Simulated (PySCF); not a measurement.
Polarisability and C₆ of Cu²⁺ (copper, charge +2)

[Ar] 3d8 4s1, high-spin 4F determinant (an excited configuration). Calculation: PySCF 2.14, in aug-cc-pwCVTZ-DK; the spin-free X2C one-electron Hamiltonian (Gaussian nucleus). Coupled (time-dependent) response in atomic units; α is the mean over directions.

| method | mean α (bohr³) | C₆ (like pair) | S(−4) |
| --- | --- | --- | --- |
| PBE0 | 11.79 | 39.31 | 120.7 |

S(−4) is the Cauchy moment in α(ω) = α(0) + S(−4) ω² + …

α(iu) at PBE0:

```
u (hartree)  α(iu) (bohr³)
          0          11.79
     0.0500          11.49
      0.100          10.71
      0.200          8.520
      0.300          6.538
      0.500          4.115
      0.750          2.727
       1.00          2.039
       1.50          1.360
       2.00          1.014
       3.00         0.6494
       5.00         0.3437
```

For an ion, C₆ is the dispersion term alone; charge-induced terms of lower order in 1/R come first.
